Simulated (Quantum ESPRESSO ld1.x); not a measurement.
Question: The mean radii <r> (bohr) of the occupied orbitals of an atom or ion are listed with their occupations. All-electron calculation, scalar-relativistic Kohn-Sham, LDA (Slater exchange, Perdew-Wang correlation), spin-polarised, spherical densities, point nucleus. Program: ld1.x of Quantum ESPRESSO 7.5.

orbital  occ.      <r>
1s up       1  0.01774
1s down     1  0.01774
2s up       1  0.07495
2s down     1  0.07494
2p up       3  0.06731
2p down     3  0.06731
3s up       1   0.1930
3s down     1   0.1930
3p up       3   0.1933
3p down     3   0.1932
3d up       5   0.1748
3d down     5   0.1747
4s up       1   0.4019
4s down     1   0.4018
4p up       3   0.4171
4p down     3   0.4171
4d up       5   0.4204
4d down     2   0.4204
5s up       1   0.7178

Name the element and its charge. Open shells, if any, are filled with parallel spins first.

Answer: Z = 76, osmium, charge +32: Os32+ in [Kr] 4d7 5s1. The 1s radius gives Z: for a bare nucleus <r> = (2 gamma + 1)/(2Z) with gamma = sqrt(1 - (Z/c)^2), 0.01753 bohr for Z = 76, and screening makes it slightly larger (0.01774 here). The occupations add up to 44, and the charge is Z minus that.
